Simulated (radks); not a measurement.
Valence configurations of the zirconium ion Zr+ (all share [Kr]). Calculated with a radial shooting solver on a logarithmic mesh with Libxc functionals: non-relativistic Kohn-Sham, PBE, spin-unpolarised, spherical densities, point nucleus; relativity is left out, which matters for an element this heavy. Order these by energy: 4d1 5s1.5 5p0.5; 4d2 5p1; 4d1 5s1 5p1; 4d2.5 5s0.5; 4d2 5s1; 4d1.5 5s1.5; 4d2.5 5p0.5; 4d1 5s2; 4d2 5s0.5 5p0.5; 4d3.

Answer. From the lowest, in eV above it: 4d2.5 5s0.5 0.000; 4d3 0.046; 4d2 5s1 0.189; 4d1.5 5s1.5 0.638; 4d1 5s2 1.374; 4d2.5 5p0.5 1.646; 4d2 5s0.5 5p0.5 1.911; 4d1 5s1.5 5p0.5 3.257; 4d2 5p1 3.646; 4d1 5s1 5p1 5.154. NIST lists [Kr] 4d2 5s1 as the ground configuration; this level of theory puts 4d2.5 5s0.5 lower, by 0.189 eV. The energies are those of spherical spin-averaged densities, not of single terms. Relativity is left out, which favours d and f over s occupation in heavy atoms.
